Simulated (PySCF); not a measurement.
Ligands exchanged one at a time, Sn Br-C2H5. Isolated molecules, 0 K electronic values unless said otherwise. One relaxed conformer stands for each flexible species; it need not be the lowest. Strings in code marks are SMILES.

Method: PySCF with PBE-D3(BJ)/def2-TZVP // B3LYP-D3(BJ)/def2-SVP. All candidates: neutral, multiplicity 1. 

LUMO: -2.25 eV
HOMO: -6.53 eV
HOMO–LUMO gap: 4.28 eV

Name which member has these values.
(A) `C[CH2][Sn]([CH2]C)([CH2]C)[CH2]C`
(B) `C[CH2][Sn]([Br])([Br])[CH2]C` (C–C–Sn–Br torsion 165°, Br–Sn–C–C torsion -58°)
(C) `[Br][Sn]([Br])([Br])[Br]`

B, `C[CH2][Sn]([Br])([Br])[CH2]C` (C–C–Sn–Br torsion 165°, Br–Sn–C–C torsion -58°). The others give `[Br][Sn]([Br])([Br])[Br]`: -4.58 eV, -7.61 eV, 3.03 eV; `C[CH2][Sn]([CH2]C)([CH2]C)[CH2]C`: -0.27 eV, -5.83 eV, 5.56 eV
